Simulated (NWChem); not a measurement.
Species: CH$_{4}$NO cation; SMILES NC=[OH+]

```xyz
7

N      0.1804    -1.1064     0.0000
C     -0.4263     0.0395     0.0000
O      0.1193     1.1927     0.0000
H      1.1960    -1.2101     0.0000
H     -0.3668    -1.9672     0.0000
H     -1.5240     0.0589     0.0000
H      1.0933     1.2186     0.0000
```
Atoms are numbered in this order, from 1.

All runs: NWChem. Pople sets run with spherical d functions. STO-3G and 3-21G are far too small for this property and stand as cheap habits. All runs use the structure optimised with PBE0/def2-SVP. B3LYP is NWChem's, with the RPA form of VWN correlation. Field at 589 nm.

```json
[
 {"level": "B3LYP/STO-3G", "isotropic polarisability (bohr³)": "(withheld)", "anisotropy (bohr³)": "15.6"},
 {"level": "B3LYP/6-31G*", "isotropic polarisability (bohr³)": "18.6", "anisotropy (bohr³)": "15.8"},
 {"level": "B3LYP/def2-SVP", "isotropic polarisability (bohr³)": "19.0", "anisotropy (bohr³)": "14.6"},
 {"level": "B3LYP/def2-SVPD", "isotropic polarisability (bohr³)": "22.9", "anisotropy (bohr³)": "13.0"},
 {"level": "B3LYP/aug-cc-pVDZ", "isotropic polarisability (bohr³)": "23.2", "anisotropy (bohr³)": "13.1"},
 {"level": "B3LYP/def2-TZVPD", "isotropic polarisability (bohr³)": "23.2", "anisotropy (bohr³)": "13.0"}
]
```

Question: Complete the blanks.

Answer: 
- B3LYP/STO-3G, isotropic polarisability (bohr³): 12.5
